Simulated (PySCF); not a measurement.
C5H13Si2 (doublet state).
Geometry (GFN2-xTB, Å), atoms numbered from 1 in this order:
```xyz
20
C5H13Si2 angstrom
C     -2.551   -1.014   -0.068
C     -1.295   -0.264   -0.493
C     -0.353   -0.013    0.689
C      0.915    0.657    0.244
Si     0.965    2.525    0.279
C      1.959   -0.091   -0.219
Si     2.099   -1.895   -0.366
H     -3.205   -1.185   -0.920
H     -2.292   -1.978    0.364
H     -3.101   -0.445    0.679
H     -0.763   -0.840   -1.254
H     -1.571    0.695   -0.937
H     -0.871    0.611    1.422
H     -0.122   -0.971    1.167
H     -0.038    3.105   -0.627
H      2.295    2.986   -0.126
H      0.665    3.010    1.634
H      2.839    0.454   -0.550
H      1.067   -2.878   -0.089
H      3.354   -2.460   -0.830
```

The hyperfine couplings belong to this conformer and change with its torsions.

Identity: `CCC/C([SiH3])=C\[SiH2]` [radical].

The calculation used PySCF, UKS B3LYP, pcH-1 on C H Si, non-relativistic, mean-field spin-orbit, GIAO. Isolated species at its GFN2-xTB geometry (one conformer only). A GFN2-xTB geometry isn't a minimum of the functional, and hyperfine couplings can be far from their values at a DFT geometry, by a factor of two or more for some ions and for spin on atoms past the first row. Stability of the SCF solution: not tested.

What is the g tensor, term by term?

| Δg (ppm) | 1 | 2 | 3 |
| --- | --- | --- | --- |
| relativistic mass correction | -122 | -122 | -122 |
| gauge correction | -3 | 29 | 28 |
| orbital Zeeman/spin–orbit | 32 | 1503 | 2440 |
| total | -93 | 1410 | 2346 |

So g = 2.00223, 2.00373, 2.00467 and g_iso = 2.00354; the tensor is rhombic: the two nearest values differ by 38 % of g3 − g1. Axes: g3 points within 5° of the C6–Si7 bond.

At 9.785 GHz, how far is the centre of the isotropic spectrum from where a free electron (g = 2.002319) resonates?

B = hν/(g μB) with μB/h = 13.99624 MHz/mT gives 349.15 mT for the free electron and 348.94 mT at g_iso, 0.21 mT lower.

What are the electron Larmor frequencies g μB B/h along the three axes at 3350 mT?

93.8792, 93.9497, 93.9936 GHz for g1, g2 and g3, a range of 114.3 MHz.

Average each term over the three axes. Which is largest in size?

The orbital-Zeeman/spin–orbit term 1325, the mass correction -122 and the gauge correction 18 ppm, for a total of 1221 ppm. The orbital-Zeeman/spin–orbit term is the largest in size. The mass correction is the same along every axis, so the anisotropy comes from the other two: their spans along these axes are 32 (gauge) and 2408 ppm (orbital Zeeman/spin–orbit).

In a frozen sample, at which fields do the three g values resonate at 9.5, 34, 94 and 263 GHz (hyperfine left aside), and which band first spreads them over more than twice a line width of 1.0 mT?

```
band    GHz  B(g3) mT  B(g2) mT  B(g1) mT  spread mT
   X    9.5    338.59    338.75    339.00       0.41
   Q   34.0   1211.78   1212.35   1213.26       1.48
   W   94.0   3350.23   3351.79   3354.31       4.08
   J  263.0   9373.51   9377.89   9384.93      11.42
```

The spread grows in proportion to the frequency. W band is the first where it exceeds 2.0 mT.

Largest spin populations (Mulliken): Si7 (+0.91), C4 (+0.37) and C6 (-0.20). The positive populations add up to 1.33 and the negative ones to -0.33, together 2S = 1. The angles at Si7 add up to 360.0°, so it is planar; its axial dipolar tensor and the negative couplings of its protons fit spin in a p orbital normal to that plane.

The HOMO–LUMO gaps are 4.49 eV among the α and 4.95 eV among the β orbitals.
